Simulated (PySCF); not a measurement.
C2H2F2, SMILES F/C=C\F. Coordinates come from a PBE-D3(BJ)/def2-SVP optimisation.

Computed equilibrium geometry at PBE-D3(BJ)/def2-SVP (PySCF confirms it by a frequency run) as Cartesian coordinates in Å, and its point group:
point group C2v.
```xyz
6

F      0.0000     1.4066    -0.5480
C      0.0000     0.6714     0.5707
C      0.0000    -0.6714     0.5707
F      0.0000    -1.4066    -0.5480
H      0.0000     1.2507     1.5077
H      0.0000    -1.2507     1.5077
```
Charge 0, spin multiplicity 1.
